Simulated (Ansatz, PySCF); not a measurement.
F₃Ga, triplet, geometry from GFN2-xTB (such geometries of metal compounds can be far from the true shape) (a higher spin typed on purpose: for a closed-shell molecule this is an excited state). Base run: BLYP/6-31G* in PySCF.

Here is a job for PySCF.
```python
from pyscf import gto, scf, dft

mol = gto.Mole()
mol.atom = '''
    Ga   -0.22935533   -0.05016553    0.16489429
    F    -1.72400498   -1.24032791   -0.08600818
    F     0.69331432    1.52712243   -0.77539039
    F     1.82069235   -0.11400212    0.29342934
'''
mol.basis = '6-31g*'
mol.spin = 2
mol.verbose = 3
mol.build()

mf = dft.UKS(mol)
mf.xc = 'blyp'
mf.kernel()
```

The same geometry, method and basis name were run in Ansatz (a program for electronic structure) and PySCF, at each program's defaults and at the settings that a row names. The base is PySCF at its defaults. Differences at the defaults can come from grids, fitting, cores and function types together.

```csv
code and settings,ΔE vs base (µEh),basis functions,E (Eh),SCF cycles,dipole (D)
"PySCF, defaults (exact integrals, its default grid, spherical functions)",0.0,74,-2224.08493,14,0.57
"Ansatz, defaults (factorised integrals, its default grid, Cartesian functions)",-9775,80,-2224.09470,-,-
"PySCF, density fitting with def2-universal-jkfit",-88.9,74,-2224.08502,14,0.57
"PySCF, fine grid",7.3,74,-2224.08492,14,0.57
"Ansatz, high accuracy, Cartesian functions as the basis file defines them",-9774,80,-2224.09470,-,-
```

Open shells are given as the SCF converged; they aren't shown to be the lowest states, and a large step between rows can be another state.
